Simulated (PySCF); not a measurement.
dialuminium oxide (Al2O), SMILES [Al][O][Al] (connectivity only; charge and spin as stated), neutral, multiplicity 1.

The structure is a stationary point at r2SCAN-D4/def2-TZVP.

Two levels are set side by side: PBE/def2-TZVPD (PySCF) and r2SCAN/def2-TZVPD (PySCF). Same geometry, gas phase. Differences are taken from unrounded values.

```csv
quantity,r2SCAN
orbital gap (eV),3.66
highest occupied level (eV),-5.41
lowest empty level (eV),-1.75
mean polarisability (bohr³),86.9
```

Problem. What does PBE give, and how far is it from r2SCAN? (Estimate from the structure and the level; the computed values follow.)

Solution. 
```tsv
quantity	PBE	PBE minus r2SCAN
orbital gap (eV)	3.37	-0.29
highest occupied level (eV)	-5.24	0.16
lowest empty level (eV)	-1.87	-0.12
mean polarisability (bohr³)	87.3	0.4
```

Rough cost on one machine, each run with all the roots and properties that it gave: r2SCAN against PBE about 3 times.
